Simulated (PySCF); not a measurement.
C₂H₉ClOSi₂, SMILES OCC[Si@H]([SiH3])Cl.

The structure is a stationary point at PBE0-D3(BJ)/def2-SVP. The structure was generated by enumeration; whether it is a known compound was not checked. Other conformers were not sampled.

All values below come from PBE/def2-TZVP (PySCF).

Isolated molecule, no solvent.

Problem. Estimate the frontier levels, gap, dipole moment and polarisability. (An estimate is asked for; the answer gives what the named calculation found.)

Solution. 
| Item | Value |
|---|---|
| highest occupied level | -6.38 eV |
| lowest empty level | -0.92 eV |
| orbital gap | 5.47 eV |
| dipole moment | 3.18 D |
| quadrupole, principal values (traceless, Buckingham form, about the centre of nuclear charge) | -6.62, -2.00, 8.62 D·Å |
| mean static polarisability | 100.9 bohr³ (14.94 Å³) |
| polarisability, principal values | 83.4, 100.2, 118.9 bohr³ |
